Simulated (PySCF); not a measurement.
## Technetium: a sound run and one with changed settings

Sound run: Tc [Kr] 4d5 5s2, Tc⁺ [Kr] 4d5 5s1. Calculation: PySCF 2.14, in aug-cc-pVDZ-PP with ECP28MDF (5s5p4d2f, 54 functions); scalar relativity through the core potential. In the sound run the correlated levels freeze 4s2 4p6 outside the core potential. The sound run starts from symmetry-adapted Hartree-Fock orbitals and uses a fine grid where one is needed.

Changed run: initial guess minao, at most 50 SCF cycles.

```
species  method  sound run (hartree)  changed run (hartree)  converged
     Tc     UHF            -79.84723              -79.81870        yes
     Tc    TPSS            -80.40159              -80.40790        yes
     Tc    MN15            -80.26516              -80.26736        yes
    Tc⁺     UHF            -79.64232              -79.64232        yes
    Tc⁺    TPSS            -80.15154              -80.15154        yes
    Tc⁺    MN15            -80.00054              -80.00054         no
    Tc⁺     MP2            -79.70420              -79.70420        yes
```

The plain start fixes occupations by D2h representation alone, and Tc at UHF, Tc at TPSS, Tc at MN15 landed in another state (other ⟨L²⟩ or ⟨S²⟩).
